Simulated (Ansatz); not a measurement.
```xyz
7

C     0.0355   -0.0153   -0.7069
C    -0.0163    0.0051    0.7894
H     0.9405   -0.0341    1.3640
H    -0.9763    0.0036    1.3795
H     0.0082    1.0112   -1.0730
H     0.8502   -0.4669   -1.1516
H    -0.9280   -0.4725   -1.0899
```

Basis set: STO-3G (spherical functions). Left uncorrelated: 2 orbitals. Charge 0, multiplicity 2.

Computed with Ansatz (development build ahead of 0.2.0); each method stands on the lowest determinant of its kind that the runs found.

Q: Give the atomization energy at this shape (free ground-state atoms in the same class of orbitals less the molecule, no zero-point energy) of doublet C2H5 by UHF-MP2, UHF.

A:

| method | atomization energy |
| --- | --- |
| UHF-MP2 | 2604.9 kJ/mol |
| UHF | 2421.8 kJ/mol |

Caution: the shape is not the minimum.

This basis has no polarisation functions and is too small for such energies, which can lie far from measured ones in either direction.
